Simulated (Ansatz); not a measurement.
Relaxation of C$_{2}$H$_{6}$BO (10 atoms, charge 1, multiplicity 1), to a largest force component of 0.015 eV/Å in at most 40 steps.

All numbers below come from RKS PBE0-D4/STO-3G (Ansatz).

```xyz
10
Properties=species:S:1:pos:R:3:forces:R:3
C -1.251 0.670 -0.409 -1.55 -0.23 -0.16
C 0.161 0.522 -0.211 1.02 -0.39 0.50
B 0.926 -0.692 0.297 0.09 -0.65 -0.90
O 1.369 -1.069 1.441 -1.22 2.55 1.36
H -1.853 -0.166 -0.064 -0.31 -0.37 0.13
H -1.492 1.554 0.209 -0.14 0.57 0.48
H -1.534 0.997 -1.415 -0.02 0.11 -0.59
H 0.776 1.281 -0.696 0.72 0.93 -0.59
H 1.029 -1.228 -0.780 -0.01 -0.05 -0.22
H 1.869 -1.869 1.628 1.42 -2.47 -0.02
```

Problem. Where does it end, and by what steps?

Solution. The run converged. Limits of this set-up: minimal basis, the dipole of an ion depends on the origin. After 8 steps the energy has fallen by 0.280 eV; H9 moved furthest, 0.16 Å.

| step | energy less start (eV) | largest force component (eV/Å) | accepted |
| --- | --- | --- | --- |
| 0 | 0.0000 | 2.551 | yes |
| 1 | -0.1903 | 1.168 | yes |
| 2 | -0.2430 | 0.640 | yes |
| 3 | -0.1481 | 1.448 | no |
| 4 | -0.2732 | 0.342 | yes |
| 5 | -0.2769 | 0.170 | yes |
| 6 | -0.2788 | 0.103 | yes |
| 7 | -0.2796 | 0.039 | yes |
| 8 | -0.2798 | 0.012 | yes |

```xyz
10
Properties=species:S:1:pos:R:3
C -1.276 0.681 -0.392
C 0.191 0.542 -0.248
B 0.956 -0.722 0.257
O 1.328 -1.001 1.497
H -1.854 -0.193 -0.060
H -1.518 1.561 0.263
H -1.554 1.018 -1.412
H 0.791 1.362 -0.730
H 1.118 -1.360 -0.745
H 1.818 -1.886 1.570
```

Whether the end is a true minimum wasn't checked by a vibrational analysis.

The run took 14 s on 1 CPU thread of a shared host.
